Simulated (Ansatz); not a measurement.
Species: C2H10N2O2Si, net charge 0, singlet state. 
Geometry from a B3LYP-D3(BJ)/def2-TZVP (Ansatz, a first-principles code) optimisation:
SMILES: CO[Si](N)(N)OC
```xyz
17

Si     0.0834    -0.4969    -0.0089
O     -1.0030     0.3066    -0.9515
C     -2.0390     1.1067    -0.4142
O      0.8535     0.5838     0.9675
C      1.5685     1.6964     0.4645
N      1.0299    -1.2897    -1.1761
N     -0.5456    -1.5954     1.1243
H     -2.6340     1.4960    -1.2409
H     -2.6910     0.5223     0.2427
H     -1.6402     1.9502     0.1584
H      2.3717     1.3801    -0.2086
H      2.0087     2.2294     1.3078
H      0.9129     2.3830    -0.0806
H      1.7606    -1.9380    -0.9414
H      1.0371    -1.0088    -2.1411
H     -0.6384    -1.3662     2.0984
H     -1.0260    -2.4382     0.8628
```

Quantity: vertical triplet-singlet gap (E(triplet) - E(singlet); each state is the SCF solution reached for its spin), in kJ/mol. Cores are frozen in the correlated levels unless marked. Open shells are spin-unrestricted. Spin-orbit coupling is left out. No relativistic terms. 

```tsv
level	program	vertical triplet-singlet gap (kJ/mol)
HF/aug-cc-pV(T+d)Z	Ansatz	498.7
SVWN5/def2-TZVPD	Ansatz	505.0
PBE/def2-TZVPD	Ansatz	502.6
r2SCAN/def2-TZVPD	Ansatz	542.4
B3LYP/def2-TZVPD	Ansatz	557.6
PBE0/def2-TZVPD	Ansatz	572.6
BHLYP/def2-TZVPD	Ansatz	586.7
CAM-B3LYP/def2-TZVPD	Ansatz	598.3
wB97M-V/def2-TZVPD	Ansatz	613.8
wB97X-V/def2-TZVPD	Ansatz	622.3
B2PLYP/def2-TZVPD	Ansatz	596.2
RI-MP2/aug-cc-pV(T+d)Z	Ansatz	619.8
```
